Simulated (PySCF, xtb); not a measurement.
Zr(Cl)(OH)(Me)2 (C2H7ClOZr), SMILES [CH3][Zr]([Cl])([OH])[CH3], multiplicity 1. The values are those of a single conformer.

Harmonic wavenumbers (cm⁻¹) from GFN2-xTB (xtb) at its own minimum, in rising order: 37, 61, 83, 85, 105, 106, 115, 236, 329, 357, 444, 464, 507, 518, 537, 538, 577, 1206, 1216, 1471, 1473, 1475, 1477, 2841, 2845, 2847, 2852, 2878, 2882, 3583.

**Question.** What does B3LYP-D3(BJ)/def2-SVP in PySCF give at its own minimum? (An estimate is asked for; the answer gives what the named calculation found.)

**Answer.** 78, 97, 107, 109, 128, 147, 150, 330, 334, 373, 415, 484, 485, 505, 521, 525, 741, 1159, 1163, 1395, 1399, 1402, 1405, 2988, 2990, 3078, 3080, 3086, 3086, 3953. Paired by order, the mean absolute difference is 85 cm⁻¹ and the zero-point energies are 48.8 and 51.1 kcal/mol.
